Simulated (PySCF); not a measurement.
System: sum formula SiN₂H₄Cl, net charge 0, doublet state. It need not be the lowest isomer of its formula. 
Geometry from a B3LYP-D3(BJ)/def2-TZVP (Ansatz) optimisation:
```xyz
8

N     -1.1522    -1.1475    -0.6682
Si     0.0434    -0.4737     0.3640
N      1.5387    -1.0877    -0.1891
Cl    -0.2446     1.6050     0.1904
H     -2.0534    -0.7032    -0.7529
H     -1.2144    -2.1498    -0.7668
H      2.3748    -1.0005     0.3652
H      1.7380    -1.1526    -1.1779
```
Charge 0, spin multiplicity 2.

Dispersion corrections to the total energy (kcal/mol) from the dftd3 and dftd4 libraries through PySCF: D3(BJ) without and D4 with the three-body term, each with the damping fitted for the functional named.

```
functional      D3(BJ)          D4
----------  ----------  ----------
HSE06            -3.00       -3.38
revPBE          -10.53      -12.66
TPSSh            -5.08       -5.24
B2GP-PLYP        -3.57       -1.80
PBE0        (withheld)       -3.62
PBE              -4.27  (withheld)
B3LYP            -7.80  (withheld)
```

Problem. What belongs in the gaps?

Solution. 
- PBE0, D3(BJ): -3.79
- PBE, D4: -4.29
- B3LYP, D4: -7.00
